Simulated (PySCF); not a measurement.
Species: C7H12.
SMILES: `CCC1=C(C)CC1`

The closed-shell SCF was solved with PySCF and density fitting under several settings on one GFN2-xTB geometry (grid level 2 and gas phase unless stated).

```json
{"settings": "PBE0/pcSseg-1", "basis functions": "179", "SCF cycles": "14", "E (Eh)": "-273.5549", "HOMO (eV)": "-6.47", "LUMO (eV)": "0.94", "dipole (D)": "0.30"}
{"settings": "PBE0/def2-SVPD", "basis functions": "236", "SCF cycles": "14", "E (Eh)": "-273.4109", "HOMO (eV)": "-6.46", "LUMO (eV)": "0.68", "dipole (D)": "0.31"}
```

**Question.** Estimate the rows for these settings: (1) HF/pcSseg-1, IEF-PCM chloroform, fitting basis def2-qzvpp-jkfit, start guess atom; (2) PBE0/6-31G*.

**Answer.** 
| settings | basis functions | SCF cycles | E (Eh) | HOMO (eV) | LUMO (eV) | dipole (D) |
| --- | --- | --- | --- | --- | --- | --- |
| HF/pcSseg-1, IEF-PCM chloroform, fitting basis def2-qzvpp-jkfit, start guess atom | 179 | 11 | -271.9698 | -8.78 | 4.29 | 0.35 |
| PBE0/6-31G* | 122 | 13 | -273.5882 | -6.23 | 1.33 | 0.27 |

**Question.** Over all rows, what range does the HOMO–LUMO gap span?

**Answer.** From 7.14 eV (PBE0/def2-SVPD) to 13.07 eV (HF/pcSseg-1, IEF-PCM chloroform, fitting basis def2-qzvpp-jkfit, start guess atom). The functional of the narrowest has 25 % exact exchange, that of the widest 100 % exact exchange.

**Question.** And the dipole moment?

**Answer.** From 0.27 D (PBE0/6-31G*) to 0.35 D (HF/pcSseg-1, IEF-PCM chloroform, fitting basis def2-qzvpp-jkfit, start guess atom); the largest is 1.30 times the smallest, and the median is 0.30 D.

**Question.** Compare two rows with the functional PBE0: PBE0/6-31G* and PBE0/def2-SVPD. Which energy is lower, and by how much?

**Answer.** PBE0/6-31G* (122 functions) lies 0.1773 Eh or 111 kcal/mol below PBE0/def2-SVPD (236 functions). The smaller set gives the lower energy; the two sets aren't nested, so the variational bound doesn't order them by size.

Whole jobs, the steps after the SCF included, on one thread of an Arm Neoverse V2, no GPU, shared host:

```
                                                                         settings                                                 work after the SCF  wall time  peak memory
                                                                    PBE0/pcSseg-1    shieldings, ring-centre shieldings, charges and field gradients       24 s     0.76 GiB
                                                                   PBE0/def2-SVPD  6 singlets by full TDDFT, 2 Tamm–Dancoff triplets, polarisability       43 s     0.91 GiB
HF/pcSseg-1, IEF-PCM chloroform, fitting basis def2-qzvpp-jkfit, start guess atom    shieldings, ring-centre shieldings, charges and field gradients       11 s     0.90 GiB
                                                                      PBE0/6-31G*    shieldings, ring-centre shieldings, charges and field gradients       13 s     0.64 GiB
```

Cycle counts include a coarse-grid stage where the run had one. All basis functions are spherical, in the Pople sets too. One conformer (not necessarily the lowest) at the GFN2-xTB geometry, without vibrations or thermal averaging.

Conformer computed: `[CH3:1][CH2:2][C:3]1=[C:4]([CH3:5])[CH2:6][CH2:7]1`: C1–C2–C3–C4 -116°.
